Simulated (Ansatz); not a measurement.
# Relative stability

Two relaxed structures of Al2BH5O, closed shell (PBE0-D4/def2-TZVP; forces vanish, vibrations not checked).

A:

| atom | x (Å) | y (Å) | z (Å) |
| --- | --- | --- | --- |
| B1 | -0.1470 | 2.0185 | -0.9342 |
| Al2 | 0.4064 | 0.0640 | -0.3146 |
| O3 | 1.8493 | -0.5537 | -0.9928 |
| Al4 | -0.9150 | -1.4451 | 1.3791 |
| H5 | -0.8908 | 2.2224 | -1.8545 |
| H6 | 0.1976 | 3.0065 | -0.3452 |
| H7 | 2.1771 | -1.4285 | -0.7895 |
| H8 | -0.6011 | -3.0047 | 1.5351 |
| H9 | -2.0766 | -0.8794 | 2.3166 |

B:

```xyz
9
angstrom
B 1.2911 -1.2615 -0.4939
Al -0.1638 0.0418 -0.7273
O -0.6707 1.9925 -0.7302
Al -0.0576 -1.7261 0.9650
H 0.0125 2.5753 -1.0882
H -0.9092 2.3183 0.1487
H 2.2198 -1.7639 -1.0405
H -0.5848 -2.3967 2.3067
H -0.9942 -0.1863 0.7646
```

Program: Ansatz 0.2.0. Basis: def2-TZVPP. Cores are frozen in the correlated methods. B3LYP uses VWN-RPA correlation.

Task: Which structure is lower at CCSD(T), and by how much? (An estimate is asked for; the value comes from the calculation.)

Result: Computed: A, by 145.0 kJ/mol (electronic energy, against the other). By their contacts, A is Al₂BH₅O ([BH2][Al]([OH])[AlH2]) and B is Al₂BH₅O ([OH2][Al]12[H][AlH]1[BH]2).

All methods give the same order:

| method | E(B) − E(A) (kJ/mol) |
| --- | --- |
| PBE-D4 | 106.8 |
| r2SCAN-D4 | 122.2 |
| PBE0-D4 | 129.5 |
| B3LYP-D4 | 164.9 |
| wB97M-V | 150.6 |
| HF | 261.3 |
| MP2 | 137.4 |
| CCSD | 170.8 |
| CCSD(T) | 145.0 |

T1 diagnostic: at most 0.020. The restricted Hartree–Fock reference is unstable towards an unrestricted one at one or more of these structures.

Labels in which every atom is bracketed show which atoms are joined, not bond orders.

For scale, one of the runs: CCSD(T)/def2-TZVPP, 216 basis functions, launched by `ansatz run in.yaml --threads 2 --pin off --events-out ev --progress --plain --max-ram 4352MiB`. The run took 83 s on 2 CPU threads of an Arm Neoverse V1 (shared host), with 2.9 GiB of host memory at its peak.
